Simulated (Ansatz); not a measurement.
Gas-phase electronic energies from Ansatz, PBE0-D4/def2-TZVP geometries. CCSD(T)/CBS is the MP2 limit (def2-TZVPP, def2-QZVPP) plus CCSD(T) − MP2 in def2-TZVPP, frozen cores. This one scheme is used for every species. DFT in def2-TZVPP. For Sc outer-core shells are correlated without core-valence functions, which leaves a few kJ/mol of doubt a bond. Scalar relativity is left out up to krypton. Each species was taken in one conformer, which may not be the lowest.

Reaction (ligand exchange at the Sc–O bond): `[NH2][Sc]([Cl])[O][SiH3]` + NH₃ → `[NH2][Sc]([NH2])[Cl]` + `O[SiH3]`

```json
{"species": "`[NH2][Sc]([Cl])[O][SiH3]`", "revPBE energy (Eh)": "-1643.40934"}
{"species": "NH₃", "revPBE energy (Eh)": "-56.56749"}
{"species": "`[NH2][Sc]([NH2])[Cl]`", "revPBE energy (Eh)": "-1332.83283"}
{"species": "`O[SiH3]`", "revPBE energy (Eh)": "-367.10867"}
```

Question: Work out ΔE.

Answer: ΔE = (-1332.83283) + (-367.10867) − (-1643.40934) − (-56.56749) = 0.03533 Eh = +22.2 kcal/mol. CCSD(T)/CBS gives +24.9 kcal/mol.

Largest T1 diagnostic among the species: 0.014.

In def2-TZVPP, CCSD(T) changes the Hartree–Fock value by −0.9 kcal/mol (the triples alone add −0.1 kcal/mol) and MP2 by −0.9 kcal/mol. From BLYP to BHLYP (50 % exact exchange), in def2-TZVPP and without D4, ΔE moves by +1.4 kcal/mol. At CCSD(T), def2-SVP lies +4.9 kcal/mol from the extrapolated value and def2-TZVPP −0.3 kcal/mol.
